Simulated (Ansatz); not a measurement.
`C=C[NH][InH2]` and `BNC=C` differ in one atom or group.

Ansatz, PBE0-D4/def2-TZVP geometries, multiplicity 1. Each molecule was computed in one conformer, which needn't be the lowest.

Elements past krypton have def2 core potentials.

| property | `C=C[NH][InH2]` |
| --- | --- |
| HOMO–LUMO gap (PBE/def2-TZVPP) / eV | 2.43 |
| LUMO energy (ωB97M-V/def2-TZVPP) / eV | -0.13 |
| size of the dipole moment (ωB97M-V/def2-TZVPP) / D | 1.60 |
| LUMO energy (B3LYP/def2-TZVPP) / eV | -1.85 |
| LUMO energy (PBE/def2-TZVPP) / eV | -2.28 |
| ideal-gas entropy at 298 K and 1 bar (rigid rotor, harmonic PBE0-D4/def2-TZVP) / J/(mol·K) | 340 |

**Question.** What does the change do to each property? (Estimate.)

**Answer.** Computed: 
| property | `BNC=C` | shift |
| --- | --- | --- |
| HOMO–LUMO gap (PBE/def2-TZVPP) / eV | 4.36 | 1.93 |
| LUMO energy (ωB97M-V/def2-TZVPP) / eV | 1.34 | 1.47 |
| size of the dipole moment (ωB97M-V/def2-TZVPP) / D | 1.12 | -0.48 |
| LUMO energy (B3LYP/def2-TZVPP) / eV | -0.77 | 1.08 |
| LUMO energy (PBE/def2-TZVPP) / eV | -1.51 | 0.77 |
| ideal-gas entropy at 298 K and 1 bar (rigid rotor, harmonic PBE0-D4/def2-TZVP) / J/(mol·K) | 285 | -55 |

With PBE0 the HOMO falls by 1.19 eV and the LUMO rises by 1.04 eV, so the gap widens by about 2.23 eV. PBE moves the HOMO by -1.16 eV and ωB97M-V by -1.21 eV. Dipoles are sizes alone; their direction can turn.

B3LYP here is the variant with VWN-RPA as its local correlation; programs differ in this.
